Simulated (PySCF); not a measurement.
SeSn, SMILES [Se]=[Sn] (connectivity only; charge and spin as stated), neutral, multiplicity 1.

The structure is a stationary point at r2SCAN-D4/def2-TZVP. The def2 effective core potentials stand for the cores of Sn; spin–orbit coupling is left out.

Method: TDA-CAM-B3LYP/def2-TZVPD (PySCF 2.14.0).

Vertical excitations; the highest root listed may be one member of a degenerate set.  State labels are in the subgroup C2v.

| state | symmetry | energy (eV) | λ (nm) | f | main pairs |
|---|---|---|---|---|---|
| S1 | A2 | 2.90 | 428 | 0.000 | HOMO→LUMO 49 %, HOMO−1→LUMO+1 49 % |
| S2 | A2 | 3.16 | 393 | 0.000 | HOMO−1→LUMO+1, HOMO→LUMO (degenerate set) |
| S3 | A1 | 3.16 | 393 | 0.000 | HOMO→LUMO+1, HOMO−1→LUMO (degenerate set) |
| S4 | B2 | 3.42 | 363 | 0.016 | HOMO−2→LUMO+1 (degenerate set) |
| S5 | B1 | 3.42 | 363 | 0.016 | HOMO−2→LUMO (degenerate set) |
| S6 | A1 | 4.97 | 250 | 0.096 | HOMO−1→LUMO 33 %, HOMO→LUMO+1 33 %, HOMO−2→LUMO+2 15 %, HOMO−2→LUMO+3 9 % |
| S7 | B2 | 5.94 | 209 | 0.055 | HOMO→LUMO+3, HOMO→LUMO+2 (degenerate set) |
| S8 | B1 | 5.94 | 209 | 0.055 | HOMO−1→LUMO+3, HOMO−1→LUMO+2 (degenerate set) |
| S9 | B2 | 6.41 | 193 | 0.109 | HOMO→LUMO+2, HOMO→LUMO+3 (degenerate set) |
| S10 | B1 | 6.41 | 193 | 0.109 | HOMO−1→LUMO+2, HOMO−1→LUMO+3 (degenerate set) |
| T1 | A1 | 2.36 | 525 | 0 | HOMO→LUMO+1 49 %, HOMO−1→LUMO 49 % |
| T2 | A1 | 2.59 | 479 | 0 | HOMO−1→LUMO, HOMO→LUMO+1 (degenerate set) |
| T3 | A2 | 2.59 | 479 | 0 | HOMO→LUMO, HOMO−1→LUMO+1 (degenerate set) |
| T4 | B2 | 2.68 | 463 | 0 | HOMO−2→LUMO+1 98 % |
Triplets are in the Tamm–Dancoff approximation.
